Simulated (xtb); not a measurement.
Si(H)(F)(Br)(vinyl) (C2H4BrFSi), SMILES C=C[SiH](F)Br. All values are semi-empirical tight-binding results from xtb (GFN2-xTB unless named), good for trends rather than for accurate numbers. Geometry optimised at GFN2-xTB. This is a generated structure with no PubChem entry under its InChIKey; it may be hypothetical. Other conformers were not sampled.

Computed properties:
```json
{
  "orbital_gap": "4.33 eV",
  "zero_point_energy": "33.8 kcal/mol",
  "G − E(el) at 298.15 K (modified RRHO)": "13.3 kcal/mol",
  "static polarisability (D4 model)": "75.8 bohr³",
  "solvation energy, GFN2-xTB/ALPB(water)": "-0.5 kcal/mol",
  "solvation energy, GFN2-xTB/ALPB(ch2cl2)": "-3.9 kcal/mol"
}
```
